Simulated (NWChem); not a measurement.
System: C3H7NSi; SMILES C=C/C=N/[SiH3]

Here is an NWChem input.

```
start job
memory heap 200 mb stack 900 mb global 1100 mb
geometry units angstroms noautoz
  C      0.682523     2.562325    -0.220697
  C     -0.452480     1.978968     0.184200
  C     -0.641384     0.514484     0.230907
  N      0.260691    -0.322124    -0.110665
  Si     0.069505    -2.057142    -0.067233
  H      1.527754     1.958026    -0.537942
  H      0.793513     3.642350    -0.244810
  H     -1.301608     2.581226     0.502844
  H     -1.637735     0.197162     0.589388
  H     -1.281577    -2.482883     0.419115
  H      0.279530    -2.595931    -1.436289
  H      1.106234    -2.630289     0.830211
end
basis spherical
  * library def2-tzvp
end
dft
  xc xpbe96 cpbe96
  iterations 150
  semidirect filesize 400000000
  mulliken
end
task dft energy
```

Output (shortened):

```
             Northwest Computational Chemistry Package (NWChem) 7.3.0
             --------------------------------------------------------

 CS  symmetry detected

                             Geometry "geometry" -> ""
                             -------------------------

 Output coordinates in angstroms (scale by  1.889725989 to convert to a.u.)

  No.       Tag          Charge          X              Y              Z
 ---- ---------------- ---------- -------------- -------------- --------------
    1 C                    6.0000     0.70247647     2.56781587     0.00000000
    2 C                    6.0000    -0.49914000     1.97739514     0.00000000
    3 C                    6.0000    -0.68408737     0.51166184     0.00000000
    4 N                    7.0000     0.28527038    -0.31940328     0.00000000
    5 Si                  14.0000     0.10087560    -2.05569946     0.00000000
    6 H                    1.0000     1.60874498     1.96872113     0.00000000
    7 H                    1.0000     0.80872322     3.64858682     0.00000000
    8 H                    1.0000    -1.40953702     2.57442473     0.00000000
    9 H                    1.0000    -1.74109149     0.18815065     0.00000000
   10 H                    1.0000    -1.33256156    -2.48983103     0.00000000
   11 H                    1.0000     0.77053813    -2.60783699    -1.20640396
   12 H                    1.0000     0.77053813    -2.60783699     1.20640396

 Effective nuclear repulsion energy (a.u.)     198.8076789658

      Symmetry information
      --------------------

 Group name             Cs
 Group number              2
 Group order               2
 No. of unique centers    11

  pbe96 is a nonlocal functional; adding pw91lda local functional.

                                 NWChem DFT Module
                                 -----------------

 Summary of "ao basis" -> "ao basis" (spherical)
 ------------------------------------------------------------------------------
       Tag                 Description            Shells   Functions and Types
 ---------------- ------------------------------  ------  ---------------------
 C                         def2-tzvp                11       31   5s3p2d1f
 N                         def2-tzvp                11       31   5s3p2d1f
 Si                        def2-tzvp                13       37   5s5p2d1f
 H                         def2-tzvp                 4        6   3s1p

      Symmetry analysis of basis
      --------------------------

        a'        140
        a"         63

            General Information
            -------------------
          SCF calculation type: DFT
          Wavefunction type:  closed shell.
          No. of atoms     :    12
          No. of electrons :    46
           Alpha electrons :    23
            Beta electrons :    23
          Charge           :     0
          Spin multiplicity:     1
          Use of symmetry is: on ; symmetry adaption is: on
          Maximum number of iterations: 150
          AO basis - number of functions:   203
                     number of shells:    85
          Convergence on energy requested:  1.00D-06
          Convergence on density requested:  1.00D-05
          Convergence on gradient requested:  5.00D-04

              XC Information
              --------------
          PerdewBurkeErnzerhof Exchange Functional  1.000
            Perdew 1991 LDA Correlation Functional  1.000 local
           PerdewBurkeErnz. Correlation Functional  1.000 non-local

             Grid Information
             ----------------
          Grid used for XC integration:  medium
          Radial quadrature: Mura-Knowles
          Angular quadrature: Lebedev.
          Tag              B.-S. Rad. Rad. Pts. Rad. Cut. Ang. Pts.
          ---              ---------- --------- --------- ---------
          C                   0.70       49          13.0       434
          N                   0.65       49          11.0       434
          Si                  1.10       88          14.0       590
          H                   0.35       45          15.0       434
          Grid pruning is: on
          Number of quadrature shells:   554
          Spatial weights used:  Erf1

      Superposition of Atomic Density Guess
      -------------------------------------

 Sum of atomic energies:        -459.65961132

      Non-variational initial energy
      ------------------------------

 Total energy =    -462.345797
 1-e energy   =   -1023.524264
 2-e energy   =     362.370787
 HOMO         =      -0.308322
 LUMO         =      -0.089325

      Symmetry analysis of molecular orbitals - initial
      -------------------------------------------------

  Numbering of irreducible representations:

     1 a'          2 a"

  Orbital symmetries:

     1 a'          2 a'          3 a'          4 a'          5 a'
     6 a'          7 a'          8 a"          9 a'         10 a'
    11 a'         12 a'         13 a'         14 a'         15 a'
    16 a'         17 a'         18 a"         19 a'         20 a"
    21 a'         22 a"         23 a'         24 a"         25 a'
    26 a"         27 a'         28 a"         29 a'         30 a'
    31 a'         32 a'         33 a'

------------------------------------------------------------
EAF file 0: "./job.aoints.0" size=437256192 bytes
------------------------------------------------------------
               write      read    awrite     aread      wait
               -----      ----    ------     -----      ----
     calls:      834         0         0         0         0
   data(b): 4.37e+08  0.00e+00  0.00e+00  0.00e+00
   time(s): 0.00e+00  0.00e+00  0.00e+00  0.00e+00  0.00e+00
rate(mb/s): 0.00e+00  0.00e+00
------------------------------------------------------------

     ---------------------------------------------
      Total Density - Mulliken Population Analysis
     ---------------------------------------------

[...]
```

Level: PBE/def2-TZVP. Coordinates come from a B3LYP/6-31G* (spherical d) optimisation.
